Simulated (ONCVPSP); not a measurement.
## lanthanum: one change to an ONCV potential, before and after

La (Z = 57), optimised norm-conserving Vanderbilt (ONCV), made with ONCVPSP 4.0.1 (PBEsol, scalar-relativistic). Core [Kr] 4d10, reference 5s2 5p6 5d1 6s2. Waves: 5s+6s: rc 2.45 bohr, ncon 3, nbas 7, qcut 3.8 1/bohr, 2 projectors; 5p: rc 2.45 bohr, ncon 4, nbas 8, qcut 7 1/bohr, 2 projectors, debl 0.4 Ha; 5d: rc 2.65 bohr, ncon 3, nbas 7, qcut 3.3 1/bohr, 1 projector; f scattering state at 0.19 Ha: rc 2.65 bohr, ncon 4, nbas 9, qcut 3.7 1/bohr, 1 projector. Local part: polynomial inside 2.15 bohr (lpopt 5, dvloc0 3 Ha). Core correction: none.

In the p channel the program set the typed energies aside and used -0.823, 0.250 Ha. In the f channel the program set the typed energies aside and used -0.161 Ha.

All-electron outer shells of the reference configuration (PBEsol, scalar-relativistic, ld1.x):

```json
{"shell": "5s", "level (eV)": "-38.95", "outermost node (bohr)": "0.77", "outermost maximum (bohr)": "1.41"}
{"shell": "5p", "level (eV)": "-22.40", "outermost node (bohr)": "0.83", "outermost maximum (bohr)": "1.58"}
{"shell": "6s", "level (eV)": "-3.70", "outermost node (bohr)": "1.86", "outermost maximum (bohr)": "3.79"}
{"shell": "5d", "level (eV)": "-3.10", "outermost node (bohr)": "0.95", "outermost maximum (bohr)": "2.21"}
```

Change: d: qcut 2.7.

Cutoffs: the cutoffs (Ha) at which the residual kinetic energy of the hardest occupied pseudo-wave falls to 1 and 0.1 mHa per electron; they do not see the model core or the augmentation charge, which bear on the density cutoff. Errors are all-electron minus pseudo energies relative to the spin-unpolarised reference configuration.

Q: How do hardness, ghosts and transferability respond?

A: The potential gets harder (12 Ha and 15 Ha → 15 Ha and 28 Ha); of the 4 tests that both files solve, the error grows in 1 and shrinks in 0 by more than 15 % and 0.3 meV (median size 3.3 → 6.7 meV); neither file shows a bound ghost.

```tsv
quantity	base	changed
cutoff, loose	12 Ha	15 Ha
cutoff, tight	15 Ha	28 Ha
loose cutoff by channel	s 5.2 Ha, p 12 Ha, d 5.4 Ha	s 5.2 Ha, p 12 Ha, d 15 Ha
bound ghosts	none	none
GHOST(+) flags under 300 eV	none	none
error for 5s2 5p6 5d1 6s1, meV [ΔE 6.00 eV]	-1.7	-1.8
error for 5s2 5p6 5d1 6s0, meV [ΔE 16.85 eV]	-8.1	-8.7
error for 5s2 5p6 5d0 6s0, meV [ΔE 35.76 eV]	+2.0	+8.8
error for 5s2 5p6 5d1 6s0 6p1, meV [ΔE 8.98 eV]	-4.5	-4.7
s: phases at 2.49 bohr within 0.05 rad from the reference energy up to (Ha; the scan ends near 5)	2.8	2.8
p: phases at 2.49 bohr within 0.05 rad from the reference energy up to (Ha; the scan ends near 5)	to the end of the scan	to the end of the scan
d: phases at 2.69 bohr within 0.05 rad from the reference energy up to (Ha; the scan ends near 5)	1.7	1.4
f: phases at 2.69 bohr within 0.05 rad from the reference energy up to (Ha; the scan ends near 5)	-0.0	-0.0
```

Base: The cutoffs count occupied waves only; projector 1 of the f channel, the hardest unoccupied one, needs 54 Ha at the loose tolerance. Changed file: The cutoffs count occupied waves only; projector 1 of the f channel, the hardest unoccupied one, needs 54 Ha at the loose tolerance.
